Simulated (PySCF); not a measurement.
## Al: excitation energy

Al [Ne] 3s2 3p1 (2P) → Al [Ne] 3s2 3d1 (2D), as a difference of total energies. Calculation: PySCF 2.14, in aug-cc-pV(Q+d)Z with one added diffuse shell each of s, p, d, f, g type (8s7p6d4f3g, 114 functions); the non-relativistic Hamiltonian (point nucleus). Correlated levels: valence: [Ne] frozen. The calculations carry no spin-orbit coupling.

```
           method  excitation energy (cm⁻¹)
              UHF                     32519
              LDA                     31776
              PBE                     31557
             PBE0                     32729
           r2SCAN                     33963
              M06                     30524
          r2SCAN0                     34415
           M06-2X                     31682
    MP2 (valence)                     33588
SCS-MP2 (valence)                     33589
```

Errors of the correlated levels include the incompleteness of this basis and the frozen core.

The promoted electron is Rydberg-like, and one or two diffuse shells describe it only roughly, which tends to raise the upper state.

For comparison: 32362 cm⁻¹ (measured; NIST levels, between the centres of gravity of the two terms).
